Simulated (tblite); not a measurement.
BI3, charge +1, doublet, at a GFN2-xTB geometry (a state made from the parent by changing its charge; the spin is typed, not shown lowest); GFN1-xTB in tblite.

tblite was given this input:
```
$ tblite run mol.xyz --method gfn1 --charge 1 --spin 1 --guess eeq --json tblite.json --no-restart

# file mol.xyz
4

B     -0.00000000    -0.00000000     0.00000000
I      1.99488066    -0.34903250    -0.59774679
I     -0.74075778    -0.87953152     1.77098164
I     -1.25412288     1.22856402    -1.17323485
```

What the program printed (banner, timings and long lists left out):

```
xTB calculator
 | screened Coulomb repulsion
 | Coulomb electrostatics
 |  * isotropic Klopman-Ohno-Mataga-Nishimoto electrostatics
 |  * onsite third-order electrostatics
 | DFT-D3(BJ) dispersion correction

halogen bonding energy    0.0000000000000E+00 Eh
repulsion energy          5.2857548475432E-02 Eh
dispersion energy        -2.4520129181232E-03 Eh
number of electrons       2.3000000000000E+01 e
integral cutoff           2.3808421393427E+01 bohr

------------------------------------------------------------
  cycle        total energy    energy error   density error
------------------------------------------------------------
      1     -12.67463320776  -1.2725039E+01   4.1736336E-01
      2     -12.79548864511  -1.2085544E-01   2.7135710E-01
      3     -12.80162778614  -6.1391410E-03   1.4608024E-01
      4     -12.80065145604   9.7633010E-04   4.0316100E-02
      5     -12.80232259586  -1.6711398E-03   5.8852150E-03
      6     -12.80235970234  -3.7106486E-05   3.4099078E-04
      7     -12.80235978514  -8.2792212E-08   1.6694699E-04
      8     -12.80235982656  -4.1427556E-08   3.9749269E-05
      9     -12.80235982842  -1.8587176E-09   3.5585167E-06
------------------------------------------------------------

electronic energy        -1.2852765363980E+01 Eh
total energy             -1.2802359828423E+01 Eh

Post processing:
 | Mayer-Wiberg bond orders

[Info] JSON dump of results written to 'tblite.json'
```
